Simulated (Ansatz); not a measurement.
Geometry optimisation, RKS PBE0-D4/def2-SVP (Ansatz).

input.yaml

```yaml
crystal:
  periodic: [false, false, false]
  atoms:
    - { symbol: Al, position_ang: [0.290789, -0.311179, -0.206541] }
    - { symbol: H, position_ang: [0.426466, -0.486763, 1.342545] }
    - { symbol: "N", position_ang: [1.620745, -0.730029, -1.30193] }
    - { symbol: H, position_ang: [2.501751, -1.126266, -0.994417] }
    - { symbol: H, position_ang: [1.632233, -0.612476, -2.308144] }
    - { symbol: "N", position_ang: [-1.197704, 0.435846, -0.834092] }
    - { symbol: H, position_ang: [-2.02984, 0.587738, -0.275471] }
    - { symbol: H, position_ang: [-1.376617, 0.719671, -1.790563] }
    - { symbol: Si, position_ang: [-0.255054, 2.752885, 1.437869] }
    - { symbol: H, position_ang: [0.208089, 3.596594, 2.583901] }
    - { symbol: H, position_ang: [0.329255, 3.300985, 0.177317] }
    - { symbol: H, position_ang: [-1.745054, 2.811817, 1.369395] }
    - { symbol: H, position_ang: [0.176142, 1.353077, 1.632032] }
basis:
  gaussian: { orbitals: def2-SVP }
hamiltonian:
  xc: pbe0
  dispersion: d4
relax:
  f_tol: 0.03
  max_steps: 50
output:
  orbitals: {}
```

Launched with:

```bash
$ ansatz run input.yaml --threads 4 --pin off --max-ram 5120MiB --backend cpu --events-out ev --progress --plain --runs-dir out
```

Q: Where does it end, and by what steps?

A: The forces met the threshold. The force dipped under the threshold on the way, but the program's further checks kept it going. After 13 steps the energy has fallen by 0.247 eV; H2 moved furthest, 0.95 Å.

```json
{"step": "0", "energy less start (eV)": "0.0000", "largest force component (eV/Å)": "0.577", "accepted": "yes"}
{"step": "1", "energy less start (eV)": "-0.1127", "largest force component (eV/Å)": "0.292", "accepted": "yes"}
{"step": "2", "energy less start (eV)": "-0.1651", "largest force component (eV/Å)": "0.213", "accepted": "yes"}
{"step": "3", "energy less start (eV)": "-0.1982", "largest force component (eV/Å)": "0.338", "accepted": "yes"}
{"step": "4", "energy less start (eV)": "-0.2142", "largest force component (eV/Å)": "0.365", "accepted": "yes"}
{"step": "5", "energy less start (eV)": "-0.2283", "largest force component (eV/Å)": "0.191", "accepted": "yes"}
{"step": "6", "energy less start (eV)": "-0.2338", "largest force component (eV/Å)": "0.138", "accepted": "yes"}
{"step": "7", "energy less start (eV)": "-0.2394", "largest force component (eV/Å)": "0.020", "accepted": "yes"}
{"step": "8", "energy less start (eV)": "-0.2412", "largest force component (eV/Å)": "0.176", "accepted": "yes"}
{"step": "9", "energy less start (eV)": "-0.2435", "largest force component (eV/Å)": "0.090", "accepted": "yes"}
{"step": "10", "energy less start (eV)": "-0.2448", "largest force component (eV/Å)": "0.129", "accepted": "yes"}
{"step": "11", "energy less start (eV)": "-0.2466", "largest force component (eV/Å)": "0.056", "accepted": "yes"}
{"step": "12", "energy less start (eV)": "-0.2471", "largest force component (eV/Å)": "0.045", "accepted": "yes"}
{"step": "13", "energy less start (eV)": "-0.2473", "largest force component (eV/Å)": "0.021", "accepted": "yes"}
```

```xyz
13
Properties=species:S:1:pos:R:3
Al 0.135 -0.446 -0.133
H -0.014 -1.311 1.184
N 1.636 -0.505 -1.078
H 2.463 -1.007 -0.777
H 1.817 -0.045 -1.962
N -1.254 0.510 -0.726
H -2.180 0.461 -0.315
H -1.293 1.044 -1.587
Si -0.165 2.710 1.225
H 0.410 3.716 2.175
H -0.004 3.232 -0.162
H -1.594 2.488 1.583
H 0.625 1.448 1.404
```

Whether the end is a true minimum wasn't checked by a vibrational analysis.

Time of the run: 22 s on 4 threads of Arm Neoverse V1, on a shared host, peak memory 0.24 GiB.
